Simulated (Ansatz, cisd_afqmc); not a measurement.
System: BBr2, charge 1, singlet. BBr2+ (parent SMILES Br[B]Br, singlet).
B3LYP-D3(BJ)/def2-TZVP minimum from Ansatz (a program for electronic structure):
```xyz
3

Br     0.0000     0.0000    -1.7665
B      0.0000     0.0000     0.0000
Br     0.0000     0.0000     1.7665
```
Charge +1, spin multiplicity 1.

Total energies in cc-pVDZ, 16 correlated electrons, 29 frozen orbitals. Open shells are spin-unrestricted; no spin-orbit coupling. Correlated methods leave the cores frozen (noble-gas shells, and filled d and f shells in the p block). No relativity. AFQMC/CISD: phaseless, guided by CISD from CCSD amplitudes; bars are statistical, one sigma. Outlying blocks are dropped, and bars are widened where a walk drifts. Over all cases where full CI ran beside it in this data, AFQMC minus full CI had a median of +0.1 mEh and passed +0.4 mEh in a tenth of the cases. Spin-orbit terms, left out, reach several kcal/mol for Br and I, and more for heavier atoms. The spin of BBr2+ (parent SMILES Br[B]Br, singlet) was assumed, and the state is the lowest solution found for it.

The bar of a AFQMC/CISD walk is widened from 0.39 to 0.50 mEh, since its error had not levelled off in the blocking analysis.

```json
[
 {"method": "HF", "program": "Ansatz", "energy (Eh)": "-5169.20652", "minus CCSDTQ (mEh)": "332.08"},
 {"method": "MP2", "program": "Ansatz", "energy (Eh)": "-5169.50317", "minus CCSDTQ (mEh)": "35.43"},
 {"method": "CCSD", "program": "Ansatz", "energy (Eh)": "-5169.52468", "minus CCSDTQ (mEh)": "13.92"},
 {"method": "CCSD(T)", "program": "Ansatz", "energy (Eh)": "-5169.53701", "minus CCSDTQ (mEh)": "1.59"},
 {"method": "CCSDT(Q)", "program": "Ansatz", "energy (Eh)": "-5169.53863", "minus CCSDTQ (mEh)": "-0.03"},
 {"method": "CCSDTQ", "program": "Ansatz", "energy (Eh)": "-5169.53860", "minus CCSDTQ (mEh)": "0.00"},
 {"method": "AFQMC/CISD", "program": "cisd_afqmc", "energy (Eh)": "-5169.5384 ± 0.0006", "minus CCSDTQ (mEh)": "0.2 ± 0.6"}
]
```

Rough core times of Ansatz's runs on a shared machine: CCSD(T) under 20 s, CCSDT(Q) 20 s, CCSDTQ 20 min.
